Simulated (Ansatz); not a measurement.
Consider the substitution at a C–Cl bond: `S[SiH2]CCl` + H₂S → `SC[SiH2]S` + HCl.

Gas-phase electronic energies from Ansatz, PBE0-D4/def2-TZVP geometries. CCSD(T)/CBS adds triple-zeta CCSD(T) − MP2 to the extrapolated MP2 energy (def2 sets, frozen cores). This one scheme is used for every species. DFT in def2-TZVPP. HSE06 is defined as in plane-wave codes. One conformer a species, not always the lowest.

**Question.** Is it downhill or uphill in electronic energy at CCSD(T)/CBS, and by how much? (Best estimate.)

**Answer.** The calculation gave: Downhill: ΔE = -19.9 kJ/mol.

**Question.** What do these levels give: revPBE-D4, BLYP-D4, r2SCAN-D4, BHLYP-D4, CAM-B3LYP-D4, ωB97X-V, r2SCAN0, HSE06, CAM-B3LYP, MP2/def2-SVP, SCS-MP2/def2-TZVPP, HF/CBS(def2)? (Estimate.)

**Answer.** Computed: revPBE-D4 -21.5, BLYP-D4 -16.9, r2SCAN-D4 -18.6, BHLYP-D4 -17.5, CAM-B3LYP-D4 -16.6, ωB97X-V -17.1, r2SCAN0 -18.4, HSE06 -17.3, CAM-B3LYP -13.1, MP2/def2-SVP -24.5, SCS-MP2/def2-TZVPP -18.5, HF/CBS(def2) -7.5 kJ/mol.

Largest T1 diagnostic among the species: 0.011.

In def2-TZVPP, CCSD(T) changes the Hartree–Fock value by −11.5 kJ/mol (the triples alone add −1.5 kJ/mol) and MP2 by −14.9 kJ/mol. Leaving LDA and LC-ωPBE aside and taking each functional with its dispersion term where it has one, the values, not all of them listed here, spread over 6.3 kJ/mol, from revPBE-D4 to B2PLYP. LDA lies −7.5 kJ/mol from PBE without D4. The D4 term adds −6.2 kJ/mol with B3LYP and −3.3 kJ/mol with PBE0; it sums over pairs of atoms, weighted by their polarisabilities, and B3LYP, whose exchange is more repulsive, gets the larger term.

B3LYP here is the variant with VWN-RPA as its local correlation; programs differ in this.
